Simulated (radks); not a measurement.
Tm+, configuration [Xe] 4f13 5d1 (not the ground configuration).

All-electron calculation, Dirac Kohn-Sham, LDA (Slater exchange, Perdew-Wang correlation), spin-unpolarised, spherical densities, finite nucleus; open shells fill j = l - 1/2 first; Fermi nuclear charge, rms radius 5.2256 fm. Program: a radial shooting solver on a logarithmic mesh with Libxc functionals.

Energy parts (Ry):
| part | energy |
|---|---|
| total | -27143.8155 |
| kinetic | 30040.7993 |
| electron-nucleus | -67266.8625 |
| Hartree | 10638.7574 |
| exchange-correlation | -556.5097 |

Orbitals (lengths in bohr, moments of r in powers of bohr):
| orbital | occ. | eigenvalue (Ry) | <r> |
|---|---|---|---|
| 1s1/2 | 2 | -4347.853 | 0.02003 |
| 2s1/2 | 2 | -733.5541 | 0.08436 |
| 2p1/2 | 2 | -699.5699 | 0.07010 |
| 2p3/2 | 4 | -627.6107 | 0.07749 |
| 3s1/2 | 2 | -165.1075 | 0.2207 |
| 3p1/2 | 2 | -150.0925 | 0.2104 |
| 3p3/2 | 4 | -134.9033 | 0.2243 |
| 3d3/2 | 4 | -109.1491 | 0.1974 |
| 3d5/2 | 6 | -105.8263 | 0.2017 |
| 4s1/2 | 2 | -32.78008 | 0.4981 |
| 4p1/2 | 2 | -26.73935 | 0.5062 |
| 4p3/2 | 4 | -23.29531 | 0.5385 |
| 4d3/2 | 4 | -13.32792 | 0.5653 |
| 4d5/2 | 6 | -12.70127 | 0.5767 |
| 5s1/2 | 2 | -4.30018 | 1.233 |
| 5p1/2 | 2 | -2.66915 | 1.397 |
| 5p3/2 | 4 | -2.24827 | 1.517 |
| 4f5/2 | 6 | -0.66770 | 0.7985 |
| 4f7/2 | 7 | -0.57965 | 0.8226 |
| 5d3/2 | 1 | -0.43960 | 2.888 |
| 5d5/2 | 0 | -0.42106 | 2.999 |

The highest occupied level is 5d3/2 at -5.981 eV. Summed over all electrons, <r^2> = 47.97 bohr^2, which gives a Langevin (diamagnetic) susceptibility term of -38 x 10^-6 cm^3/mol. The density falls to 0.001 e/bohr^3 at r = 3.97 bohr.
